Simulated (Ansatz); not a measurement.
Isolated molecules relaxed with PBE0-D4/def2-TZVP in Ansatz; ΔE leaves out vibrations. CCSD(T)/CBS is the MP2 limit (def2-TZVPP, def2-QZVPP) plus CCSD(T) − MP2 in def2-TZVPP, frozen cores. One conformer a species, not always the lowest.

Reaction (redistribution): `FC[SiH](F)S` + `CBCO` → `O[SiH](F)S` + `CBCCF`

```csv
species,CCSD(T)/CBS(def2) energy (Eh)
`FC[SiH](F)S`,-926.98460
`CBCO`,-180.26920
`O[SiH](F)S`,-863.77796
`CBCCF`,-243.55348
```

(1) Work out ΔE.

Largest T1 diagnostic among the species: 0.012.

## Answers

(1) ΔE = (-863.77796) + (-243.55348) − (-926.98460) − (-180.26920) = -0.07764 Eh = -48.7 kcal/mol.

From PBE to PBE0 (25 % exact exchange), in def2-TZVPP and without D4, ΔE moves by −2.2 kcal/mol.
